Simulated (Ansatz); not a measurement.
Molecular dynamics of H12C4Cl3

Input:

```yaml
accuracy: low
crystal:
  lattice:
    - [8.337633, 0.0, 0.0]
    - [0.0, 8.337633, 0.0]
    - [0.0, 0.0, 8.337633]
  atoms:
    - { symbol: C, position: [0.24731249, 0.02853641, 0.16623056] }
    - { symbol: C, position: [0.2213725, 0.21494096, 0.18877782] }
    - { symbol: H, position: [0.22756532, -0.03792968, 0.27644119] }
    - { symbol: H, position: [0.15027572, -0.01537218, 0.07934172] }
    - { symbol: H, position: [0.36061871, -0.00980332, 0.12830549] }
    - { symbol: H, position: [0.20267, 0.26094167, 0.07106753] }
    - { symbol: H, position: [0.10902737, 0.23883425, 0.25449226] }
    - { symbol: H, position: [0.32433249, 0.28159771, 0.24443347] }
    - { symbol: C, position: [0.15387683, 0.56450895, 0.67740463] }
    - { symbol: Cl, position: [0.13468833, 0.37569245, 0.77885521] }
    - { symbol: H, position: [0.23924628, 0.62640682, 0.75479483] }
    - { symbol: H, position: [0.20336092, 0.5354547, 0.5580668] }
    - { symbol: H, position: [0.02894868, 0.61132022, 0.65933099] }
    - { symbol: C, position: [0.66853294, 0.64695888, 0.01348318] }
    - { symbol: Cl, position: [0.5697222, 0.6451157, 0.19543113] }
    - { symbol: H, position: [0.78359804, 0.58887135, 0.03244185] }
    - { symbol: H, position: [0.58957205, 0.58546546, -0.06390359] }
    - { symbol: H, position: [0.70403282, 0.77044342, -0.01314085] }
    - { symbol: C, position: [0.70397053, 0.97521213, 0.52620518] }
    - { symbol: Cl, position: [0.58540017, 0.93806278, 0.70587288] }
    - { symbol: H, position: [0.61176227, 1.02165194, 0.44009971] }
    - { symbol: H, position: [0.79156027, 1.07028893, 0.54043376] }
    - { symbol: H, position: [0.76653038, 0.85879124, 0.47099532] }
    - { symbol: C, position: [0.16875703, -0.0169836, 0.5837802] }
    - { symbol: Cl, position: [0.10594544, -0.06415306, 0.78786047] }
    - { symbol: H, position: [0.12699016, 0.10310115, 0.55992978] }
    - { symbol: H, position: [0.29623885, -0.01691691, 0.59300365] }
    - { symbol: H, position: [0.12998983, -0.11342566, 0.508592] }
    - { symbol: C, position: [0.63954553, 0.36490979, 0.5502294] }
    - { symbol: Cl, position: [0.57187269, 0.55698707, 0.61297232] }
    - { symbol: H, position: [0.71089039, 0.37460135, 0.43956883] }
    - { symbol: H, position: [0.70780704, 0.31057382, 0.65297668] }
    - { symbol: H, position: [0.54143958, 0.28083519, 0.52551236] }
    - { symbol: C, position: [0.07627387, 0.61647323, 0.09354921] }
    - { symbol: Cl, position: [-0.03884094, 0.63658199, 0.27614722] }
    - { symbol: H, position: [0.04660808, 0.71828925, 0.01267602] }
    - { symbol: H, position: [0.2092204, 0.62464714, 0.11586038] }
    - { symbol: H, position: [0.03356777, 0.50370272, 0.04561903] }
basis:
  ecutwfc: 420.0
kpoints:
  mp_grid: { grid: [1, 1, 1] }
hamiltonian:
  xc: pbe
  dispersion: d3bj
scf:
  occupations: { method: fermi_dirac, width: 0.05 }
  lower_state_search: "off"
md:
  timestep: 0.5
  n_steps: 400
  ensemble: npt_langevin
  temperature: 350.0
  initial_velocities: maxwell_boltzmann
  seed: 344862
  friction: 0.01
  pressure: 10.0
  fix_cell: [shape]
```

Command:

```bash
$ ansatz run input.yaml --threads 1 --pin off --max-ram 3072MiB --backend cpu --events-out ev --progress --plain --runs-dir out
```

It goes on from the last frame of an earlier run, with new velocities.

Output, in part (step lines):

```
md step     0: t =     0.00 fs  T =   340.8 K  F+E_penalty+E_count = -8875.28301552 eV  E_kin = 1.673917 eV  conserved = -8837.62520868 eV  P_inst = 0.2978 GPa  V = 579.5999 Å³  selection 1  (9 SCF iters)
md step     1: t =     0.50 fs  T =   327.4 K  F+E_penalty+E_count = -8875.25241130 eV  E_kin = 1.607969 eV  conserved = -8837.62466136 eV  P_inst = 0.2680 GPa  V = 579.5218 Å³  selection 1  (7 SCF iters)
md step     2: t =     1.00 fs  T =   309.1 K  F+E_penalty+E_count = -8875.21064691 eV  E_kin = 1.518478 eV  conserved = -8837.62341299 eV  P_inst = 0.2646 GPa  V = 579.2831 Å³  selection 1  (7 SCF iters)
md step     3: t =     1.50 fs  T =   301.6 K  F+E_penalty+E_count = -8875.17326142 eV  E_kin = 1.481415 eV  conserved = -8837.62235359 eV  P_inst = 0.2870 GPa  V = 578.8681 Å³  selection 1  (7 SCF iters)
md step     4: t =     2.00 fs  T =   299.3 K  F+E_penalty+E_count = -8875.15522380 eV  E_kin = 1.470172 eV  conserved = -8837.62203513 eV  P_inst = 0.3320 GPa  V = 578.2894 Å³  selection 1  (7 SCF iters)
md step     5: t =     2.50 fs  T =   303.8 K  F+E_penalty+E_count = -8875.16057691 eV  E_kin = 1.492027 eV  conserved = -8837.62210357 eV  P_inst = 0.4013 GPa  V = 577.5826 Å³  selection 1  (5 SCF iters)
md step     6: t =     3.00 fs  T =   298.7 K  F+E_penalty+E_count = -8875.18039706 eV  E_kin = 1.467080 eV  conserved = -8837.62245545 eV  P_inst = 0.4817 GPa  V = 576.7658 Å³  selection 1  (5 SCF iters)
md step     7: t =     3.50 fs  T =   299.2 K  F+E_penalty+E_count = -8875.20669542 eV  E_kin = 1.469617 eV  conserved = -8837.62286208 eV  P_inst = 0.5975 GPa  V = 575.8250 Å³  selection 1  (5 SCF iters)
[... lines left out ...]
```

The steps, from the saved trajectory:

```tsv
time (fs)	T (K)	potential energy less start (eV)	conserved less start (meV/atom)	P (GPa)	volume (Å³)
0.0	341	0.000	0.00	0.3	579.6
6.5	318	0.030	-0.03	1.9	567.2
13.0	366	0.290	0.08	1.8	538.0
19.5	459	0.481	0.12	3.4	496.4
26.0	519	1.021	0.08	3.2	447.2
32.5	589	1.945	0.08	5.2	397.2
39.0	595	3.684	0.04	9.6	351.3
45.5	560	6.478	0.11	15.2	313.6
52.0	540	9.980	0.21	24.9	285.9
58.5	543	12.674	0.14	31.5	270.1
65.0	576	12.953	0.18	30.3	266.7
71.5	669	10.941	0.19	27.8	274.9
78.0	655	8.061	0.12	20.2	292.2
84.5	565	5.670	0.12	14.1	316.0
91.0	596	3.549	0.13	10.5	343.5
97.5	551	2.311	0.14	6.3	371.2
104.0	567	1.466	0.07	5.6	395.5
110.5	557	0.991	0.03	4.1	413.7
117.0	509	0.900	0.09	2.5	423.7
123.5	464	1.048	0.10	4.0	423.8
130.0	414	1.451	0.11	2.9	416.2
136.5	420	1.938	0.07	6.1	402.2
143.0	478	2.283	0.12	6.4	384.7
149.5	485	2.778	0.17	7.4	364.6
156.0	615	3.364	0.15	10.3	345.1
162.5	586	4.528	0.11	9.8	327.7
169.0	528	5.638	0.12	14.5	313.5
175.5	483	6.697	0.18	16.5	303.3
182.0	475	7.261	0.25	18.0	298.2
188.5	535	6.993	0.19	18.7	298.3
195.0	545	6.406	0.22	16.1	303.8
```

The run went to its last step. The conserved energy stayed within 0.25 meV per atom of its start (net change 0.22 meV per atom), so the integration is sound. The mean temperature of the second half is 45 % above the set value. A run of 0.2 ps of so small a system gives no equilibrium averages. Limits of this set-up: coarse k mesh, low accuracy level. The cell's volume went from 580 to 311 Å³.

Mean squared displacements from the first frame to the last, about the centre of mass, the cell's change included: C 1.37 Å², H 2.52 Å², Cl 0.87 Å².

Last frame:

```xyz
38
Lattice="6.7741 0.0000 0.0000 0.0000 6.7741 0.0000 0.0000 0.0000 6.7741" Properties=species:S:1:pos:R:3
C 1.874 0.484 0.729
C 2.946 1.068 1.575
H 1.737 -0.604 0.809
H 0.791 0.816 1.024
H 1.956 0.862 -0.318
H 2.615 2.115 1.826
H 3.175 0.481 2.437
H 3.950 1.157 1.104
C 0.575 3.854 4.621
Cl 0.572 2.036 4.993
H 1.222 4.279 5.323
H 0.908 4.090 3.617
H -0.422 4.195 4.721
C 3.591 4.088 -0.097
Cl 2.904 4.417 1.464
H 4.088 3.113 -0.056
H 2.834 3.976 -0.891
H 4.309 4.845 -0.296
C 4.695 6.579 3.709
Cl 4.290 6.707 5.431
H 3.773 6.197 3.309
H 5.023 7.453 3.266
H 5.454 5.803 3.538
C 1.459 -0.159 3.621
Cl 0.446 -0.436 5.088
H 0.938 0.485 2.863
H 2.268 0.470 3.971
H 1.842 -1.079 3.288
C 4.409 2.750 3.677
Cl 3.438 4.117 3.973
H 4.302 2.561 2.616
H 5.411 3.006 4.052
H 4.033 1.972 4.282
C 0.013 3.584 0.626
Cl -0.436 4.522 2.130
H -0.774 3.458 -0.093
H 0.903 4.233 0.447
H 0.320 2.654 1.030
```

Time of the run: 17 min on 1 thread of Arm Neoverse V1 (shared host), peak memory 0.55 GiB.
